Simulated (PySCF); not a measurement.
C₇H₁₀FO₂ (charge +1).
Numbering: `[CH2:1]=[CH:2][C@H:3]([CH2:4][F:5])[C+:6]1[O:7][CH2:8][CH2:9][O:10]1` (hydrogens: H11, H12 on C1; H13 on C2; H14 on C3; H15, H16 on C4; H17, H18 on C8; H19, H20 on C9)

Structure optimised with GFN2-xTB, isolated species.

Some entries are withheld. Bonds in one row agree within 0.01 Å.

```csv
coordinate,value
C1=C2,1.318 Å
C2–C3,1.533 Å
C3–C4,?
C4–F5,?
C3–C6,1.468 Å
"C6–O7, C6–O10",1.281 Å
"O7–C8, C9–O10",?
C8–C9,?
C1–H11,1.077 Å
C1–H12,1.077 Å
C2–H13,1.080 Å
C3–H14,1.094 Å
C4–H15,1.096 Å
C4–H16,1.095 Å
"C8–H17, C9–H20",1.093 Å
"C8–H18, C9–H19",1.093 Å
C1–C2–C3,122.9°
C2–C3–C4,?
C2–C3–C6,102.7°
C4–C3–C6,113.8°
C3–C4–F5,?
C3–C6–O7,122.2°
O7–C6–O10,115.9°
C6–O7–C8,109.3°
O7–C8–C9,?
```

Task: Estimate the withheld lengths and angles.

Result: 
- C3–C4 = 1.540 Å, drawn single (allylic carbon to sp3 C–F carbon); 0.02 Å above the sum of covalent radii, 1.52 Å.
- C4–F5 = 1.356 Å, drawn single (sp3 C–F carbon to alkyl fluorine); 0.03 Å above the sum of covalent radii, 1.33 Å.
- O7–C8, C9–O10 = 1.439 Å, drawn single (ends: oxygen bonded to 2 C; sp3 carbon bound to oxygen); 0.02 Å above the sum of covalent radii, 1.42 Å.
- C8–C9 = 1.541 Å, drawn single (both ends sp3 carbon bound to oxygen); 0.02 Å above the sum of covalent radii, 1.52 Å.
- C2–C3–C4 = 110.7°, at the allylic carbon; the outer atoms are 2.527 Å apart.
- C3–C4–F5 = 108.0°, at the sp3 C–F carbon; the outer atoms are 2.345 Å apart.
- O7–C8–C9 = 102.7°, at the sp3 carbon bound to oxygen, inside a 5-membered ring; the outer atoms are 2.328 Å apart.

Radii are Cordero's, carbon taken as 0.76, 0.73 or 0.69 Å for four, three, and two or fewer neighbours.

Stationary, but not proved a minimum. Torsions: C1–C2–C3–C4 -130°, C2–C3–C4–F5 67°, C2–C3–C6–O7 83°.

One conformer stands for the species.

These are computed values.
